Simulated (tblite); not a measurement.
Run record: tight-binding relaxation, `FB(F)c1ccc(Br)cc1`.

Computed with GFN2-xTB geometry optimisation, gas phase (tblite 0.8.0). Start geometry: from a force field or distance geometry. The command runs a driver script over a list of jobs; the input below is this job's line of settings and its coordinates in Å.

Command:
```bash
OMP_NUM_THREADS=1 python probes_run.py task.json out
```

Input:
```
{"job": {"kind": "relax", "xc": "GFN2-xTB", "basis": "xTB"}, "charge": 0, "multiplicity": 1}
F     -3.238700    -1.112300     0.234800
B     -2.476800     0.068400    -0.108200
F     -3.147900     1.271400    -0.486500
C     -0.902400     0.030700    -0.045600
C     -0.151900     1.162600    -0.354700
C      1.241300     1.125400    -0.309500
C      1.902600    -0.046400     0.069000
Br     3.815800    -0.094200     0.151700
C      1.163700    -1.192000     0.398700
C     -0.242600    -1.155800     0.347900
H     -0.643000     2.082600    -0.660200
H      1.814200     2.006900    -0.557300
H      1.657300    -2.099300     0.701800
H     -0.792200    -2.048300     0.596100
```

Output:
```
step      E/eV     max force
  0    -809.10584    3.499
  1    -809.44626    2.309
  2    -809.56140    2.869
  3    -809.63799    0.750
  4    -809.66131    0.346
  5    -809.67461    0.154
  6    -809.67588    0.082
  7    -809.67685    0.068
  8    -809.67708    0.056
  9    -809.67736    0.029
 10    -809.67745    0.021
 11    -809.67750    0.021
 12    -809.67754    0.020
 13    -809.67757    0.013
 14    -809.67759    0.013
 15    -809.67759    0.006
```

«max force» is the largest atomic force in eV/Å.

Problem. From which step on does the largest force stay under 0.1 eV/Å, and how much energy is left to gain from there?

Solution. From step 6 (0.082 eV/Å), 1.7 meV above the end.

In short: energy lowered by 13.2 kcal/mol over 15 steps; largest atomic force 0.006 eV/Å at the end.

Problem. Give the final coordinates.

Solution. 0.057 Å rms from the input after alignment:
```
atom  x, y, z in Å
F1    -3.2121   -0.9787    0.1928
B2    -2.4565    0.0622   -0.1002
F3    -3.1321    1.1403   -0.4486
C4    -0.9035    0.0224   -0.0388
C5    -0.1413    1.1520   -0.3593
C6     1.2382    1.1241   -0.3063
C7     1.8738   -0.0476    0.0735
Br8    3.7721   -0.0951    0.1495
C9     1.1515   -1.1849    0.3990
C10   -0.2274   -1.1434    0.3401
H11   -0.6460    2.0599   -0.6525
H12    1.8178    1.9994   -0.5558
H13    1.6643   -2.0874    0.6940
H14   -0.7994   -2.0238    0.5904
```

Hardware: Intel Xeon at 2.50 GHz, one thread, no GPU, on a shared host. Cost: 0.42 s.
Labels such as C1 count atoms from 1, the log's own numbers from 0.
